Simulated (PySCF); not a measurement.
# Electron correlation in Sr (strontium, neutral)

[Kr] 4d1 5s1, 5s spin antiparallel (an excited configuration). Calculation: PySCF 2.14, in x2c-TZVPPall (8s6p6d2f1g, 79 functions); scalar relativity by spin-free X2C-1e. Frozen: [Kr]; 2 electrons correlated.

Total MP2 correlation energy: -10.69 mhartree.

Same-spin part 0.00 and opposite-spin part -10.69 mhartree; SCS-MP2 scales them by 1/3 and 6/5 to -12.83 mhartree.
